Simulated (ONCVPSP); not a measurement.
What one change does to a pseudopotential (manganese (Mn), ONCV)

ONCVPSP 4.0.1 input, shortened (lines: element, Z, core and valence counts, functional; n l f; lmax; l rc ep ncon nbas qcut; lloc lpopt rc5 dvloc0; l nproj debl; icmod fcfact rcfact), LDA (Perdew-Zunger), scalar-relativistic:

```
  Mn 25.00    5    2        3      upf
    1    0    2.00
    2    0    2.00
    2    1    6.00
    3    0    2.00
    3    1    6.00
    3    2    5.00
    4    0    2.00
    2
    0    2.55    0.00    3    6    2.60
    1    2.30    0.09    4    7    4.00
    2    1.80    0.00    4    9    8.20
    4    4    1.30   -1.00
    0    2    0.80
    1    2    1.20
    2    1    2.50
    0    0.00    0.00
```

In the p channel the program set the typed energies aside and used 0.050, 1.250 Ha.

Change: functional PBE.

Cutoffs: the cutoffs (Ha) at which the residual kinetic energy of the hardest occupied pseudo-wave falls to 1 and 0.1 mHa per electron; they do not see the model core or the augmentation charge, which bear on the density cutoff. Errors are all-electron minus pseudo energies relative to the spin-unpolarised reference configuration.

Problem. Predict the effect on cutoff, ghosts and configuration errors.

Solution. The potential gets neither clearly harder nor softer (28 Ha and 31 Ha → 28 Ha and 31 Ha); of the 4 tests that both files solve, the error grows in 3 and shrinks in 1 by more than 15 % and 0.3 meV (median size 10.9 → 55.8 meV); neither file shows a bound ghost.

| quantity | base | changed |
| --- | --- | --- |
| cutoff, loose | 28 Ha | 28 Ha |
| cutoff, tight | 31 Ha | 31 Ha |
| loose cutoff by channel | s 3.3 Ha, d 28 Ha | s 3.2 Ha, d 28 Ha |
| bound ghosts | none | none |
| GHOST(+) flags under 300 eV | s at 13.7 eV, p at 65.5 eV | s at 13.2 eV, p at 65.4 eV |
| error for 3d5 4s1, meV [ΔE 8.65 → 8.42 eV] | +4.5 | +8.4 |
| error for 3d5 4s0, meV [ΔE 24.53 → 24.02 eV] | +36 | +103 |
| error for 3d4 4s0, meV [ΔE 57.34 → 56.53 eV] | +14 | +106 |
| error for 3d4 4s2, meV [ΔE 13.45 → 13.19 eV] | +7.4 | +0.7 |
| s: phases at 2.59 bohr within 0.05 rad from the reference energy up to (Ha; the scan ends near 5) | to the end of the scan | to the end of the scan |
| p: phases at 2.33 bohr within 0.05 rad from the reference energy up to (Ha; the scan ends near 5) | 2.1 | 2.1 |
| d: phases at 1.82 bohr within 0.05 rad from the reference energy up to (Ha; the scan ends near 5) | 0.7 | 0.7 |
